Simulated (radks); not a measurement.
H, 1 electrons, occupied as 1s1 (the NIST ground configuration). Method: non-relativistic Kohn-Sham, TPSS, spin-polarised, spherical densities, point nucleus; open shells are filled with parallel spins first; meta-GGA in the generalised Kohn-Sham scheme; computed with a radial shooting solver on a logarithmic mesh with Libxc functionals.

Normalised radial functions P(r) = r R(r), r in bohr:

```
   r/bohr * 1s up (the largest magnitude, 0.733, reaches the edge; | marks zero)
  0.09226 |            *
  0.09915 |             *
   0.1074 |              *
   0.1154 |               *
    0.125 |                *
   0.1344 |                 *
   0.1456 |                  *
   0.1564 |                   *
   0.1695 |                     *
   0.1821 |                      *
   0.1973 |                        *
    0.212 |                         *
   0.2297 |                           *
   0.2468 |                            *
   0.2674 |                              *
   0.2873 |                                *
   0.3113 |                                 *
   0.3345 |                                   *
   0.3624 |                                     *
   0.3894 |                                       *
   0.4218 |                                         *
   0.4533 |                                          *
   0.4911 |                                            *
   0.5278 |                                              *
   0.5717 |                                                *
   0.6144 |                                                 *
   0.6656 |                                                  *
   0.7153 |                                                   *
   0.7748 |                                                     *
   0.8327 |                                                     *
    0.902 |                                                      *
   0.9694 |                                                      *
     1.05 |                                                      *
    1.128 |                                                      *
    1.222 |                                                     *
    1.314 |                                                    *
    1.423 |                                                  *
    1.529 |                                                *
    1.657 |                                              *
     1.78 |                                            *
    1.929 |                                         *
    2.073 |                                      *
    2.245 |                                  *
    2.413 |                               *
    2.614 |                            *
    2.809 |                        *
    3.043 |                     *
     3.27 |                  *
    3.543 |               *
    3.807 |            *
    4.124 |          *
    4.432 |        *
    4.801 |      *
     5.16 |    *
    5.589 |   *
    6.007 |  *
```

1s up: eigenvalue -7.776 eV, 0 radial nodes, <r> = 1.52 bohr, 90 % of the charge inside 2.72 bohr.
